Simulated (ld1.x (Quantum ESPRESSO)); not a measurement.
# Varying the TM potential for platinum (Pt)

Base potential:

Pt, norm-conserving Troullier–Martins (Kleinman–Bylander form), made with ld1.x (Quantum ESPRESSO) 7.5 (PBE, scalar-relativistic). Core [Kr] 4d10 4f14, reference 5s2 5p6 5d9 6s0.5 6p0.5. Waves: 5s (bound): rc 1.05 bohr; 5d (bound): rc 1.90 bohr; 5p (bound): rc 1.25 bohr. Local part: the p channel. Core correction: a·sin(br)/r model core, default radius (core density twice the valence density).

Occupied shells without a wave of their own: 6p, 6s. They enter only through the test configuration that unscreens the potential, and ld1.x also counts them in the model core charge.

Cutoffs, loose and tight: the cutoffs (Ry, on a coarse ladder) from which the occupation-weighted sum of valence levels, in a spherical-Bessel basis at the reference potential, stays within 10 and 1 mRy of its value at 400 Ry. They do not see the model core or the augmentation charge, which bear on the density cutoff. Test errors are all-electron minus pseudo excitation energies from the reference, over the configurations 5s2 5p6 5d9 6s1 6p0; 5s2 5p6 5d9 6s0 6p0; 5s2 5p6 5d8 6s0 6p0; 5s2 5p6 5d8 6s2 6p0; 5s1 5p6 5d9 6s1 6p0; 5s2 5p6 5d6 6s0 6p0; 5s2 5p6 5d8 6s1 6p0. A dash means not determined; rows that change the core or the reference have their own tests.

With those shells counted twice in exchange and correlation these files are broken, and their errors move erratically; no question is asked of them.

A true bound ghost makes a file unfit for plane-wave use even where its test errors are small: the radial tests pick states by their node count and pass the ghost by. Where a test does run into it, the solver fails or the error is huge.

The default core radius of the base comes out at 0.75 bohr.

```tsv
change	outcome	cutoff, loose	cutoff, tight	bound ghosts	largest test error (meV)
base	generated, misses its reference levels by 0.61 eV	140 Ry	230 Ry	none	-1326
all radii but the core radius scaled by about 0.88 (s 0.92, p 1.10, d 1.68 bohr)	generated, misses its reference levels by 0.25 eV	160 Ry	260 Ry	none	-785
wave 5s (bound): rc 1.05 bohr becomes 5s (bound): rc 1.34 bohr	generated, misses its reference levels by 0.76 eV	120 Ry	180 Ry	none	-1493
wave 5d (bound): rc 1.90 bohr becomes 5d (bound): rc 2.06 bohr	generated, misses its reference levels by 0.61 eV	140 Ry	230 Ry	none	-1323
core correction a·sin(br)/r model core inside 0.88 bohr	generated, misses its reference levels by 0.61 eV	140 Ry	230 Ry	none	-1327
core [Xe] 4f14, valence charge 10; reference 5d9 6s0.75 6p0.25; waves now 6s (bound): rc 2.45 bohr; 6p (bound): rc 3.15 bohr; 5d (bound): rc 1.25 bohr; local potential the d channel; core correction none	generated	40 Ry	80 Ry	s, p	-32 over the solved tests; 1 of 7 tests not solved or not reliable
reference 5s2 5p6 5d9 6s0.75 6p0	generated, misses its reference levels by 0.61 eV	140 Ry	230 Ry	none	-844
wave 5p (bound): rc 1.25 bohr becomes 5p (bound): rc 1.20 bohr	generated, misses its reference levels by 0.47 eV	140 Ry	230 Ry	none	-1108
```
